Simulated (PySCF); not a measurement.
The isolated species N-methylpyridinium, `C[n+]1ccccc1` is ionised with synchrotron light (hν = 3400.0 eV). Calculated photoelectron kinetic energies of its computed core levels, recoil neglected:

| line | kinetic energy (eV) |
| --- | --- |
| 1 | 3104.01 |
| 2 | 3103.91 |
| 3 | 3102.96 |
| 4 | 3102.96 |
| 5 | 2987.35 |

Method: delta-SCF UKS SCAN, pcX-2 on the ionised atom, pcseg-1 elsewhere, spin-free X2C (PySCF 2.14.0).

**Question.** Convert to binding energies and name the level and atom behind each line. Numbering: `[CH3:1][n+:2]1[cH:3][cH:4][cH:5][cH:6][cH:7]1`.

**Answer.** Against the vacuum level, binding energy = hν − kinetic energy.

| line | binding energy (eV) | level | atoms | environment |
| --- | --- | --- | --- | --- |
| 1 | 295.99 | C 1s | C4/C6 | aromatic CH carbon |
| 2 | 296.09 | C 1s | C5 | aromatic CH carbon |
| 3 | 297.04 | C 1s | C3/C7 | aromatic CH next to a ring nitrogen |
| 4 | 297.04 | C 1s | C1 | N-methyl carbon |
| 5 | 412.65 | N 1s | N2 | pyridinium-type nitrogen |

**Question.** Where does line 1 move with hν = 1486.6 eV?

**Answer.** To 1486.6 − 295.99 = 1190.61 eV; every photoline shifts by the change in photon energy, -1913.4 eV.

The listed C 1s values span 1.05 eV, from C4/C6 (bonded to 2 C (aromatic in the SMILES) and H) to C1 (bonded to N and 3 H). The widest gap between neighbouring values is 0.95 eV, between 296.09 and 297.04 eV. Summing the Pauling electronegativity differences to the bonded atoms, each weighted by its formal bond order, gives -0.35 for the lowest site and -0.56 for the highest; the largest sum, +0.39, belongs to C3/C7, 0.00 eV below the top. The smallest sum, -0.56, belongs to C1, 1.05 eV above the lowest. The values 297.04 and 297.04 eV lie too close for their order to be trusted.

**Question.** Give the binding energy of C 1s of C1 in hartree and in kJ/mol.

**Answer.** 297.04 eV = 10.9160 Eh = 28660 kJ/mol.

Other core shells, valence and Auger electrons aren't listed. Topologically equivalent atoms share the value of their first member; where this conformer doesn't relate them by symmetry, their own values could differ. The species carries charge +1, so core ionisation leaves charge +2. Geometry: PBE0-D3(BJ)/def2-SVP; no solvent, vibrations or thermal averaging.
